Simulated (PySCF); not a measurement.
# Manganese: a sound run and one with changed settings

Sound run: Mn⁺ [Ar] 3d5 4s1, Mn²⁺ [Ar] 3d5. All numbers are calculated (PySCF 2.14, the spin-free X2C one-electron Hamiltonian (Gaussian nucleus), in cc-pVTZ-DK). In the sound run the correlated levels freeze [Ar]. The sound run starts from symmetry-adapted Hartree-Fock orbitals and uses a fine grid where one is needed.

Changed run: basis STO-3G, all-electron and non-relativistic. This setting is unsound on purpose.

```csv
species,method,sound run (hartree),changed run (hartree),converged
Mn⁺,UHF,-1157.16198,-1137.50099,yes
Mn⁺,LDA,-1155.83787,-1135.84487,yes
Mn⁺,PBE0,-1158.07321,-1138.18676,yes
Mn⁺,MP2,-1157.24745,-1137.50111,yes
Mn²⁺,UHF,-1156.61605,-1137.01113,yes
Mn²⁺,LDA,-1155.22994,-1135.31596,yes
Mn²⁺,PBE0,-1157.48604,-1137.66828,yes
Mn²⁺,MP2,-1156.68531,-1137.01122,yes
```

Ionisation energy of Mn⁺:

```json
{"method": "UHF", "sound run (eV)": "14.856", "changed run (eV)": "13.330"}
{"method": "LDA", "sound run (eV)": "16.543", "changed run (eV)": "14.392"}
{"method": "PBE0", "sound run (eV)": "15.978", "changed run (eV)": "14.109"}
{"method": "MP2", "sound run (eV)": "15.296", "changed run (eV)": "13.331"}
{"method": "SCS-MP2", "sound run (eV)": "15.003", "changed run (eV)": "13.330"}
```

A minimal basis cannot let orbitals breathe on ionisation and holds almost no correlation. The Hamiltonian changed with the basis, so the totals do not compare.

For comparison, NIST gives 15.640 eV between the lowest levels.
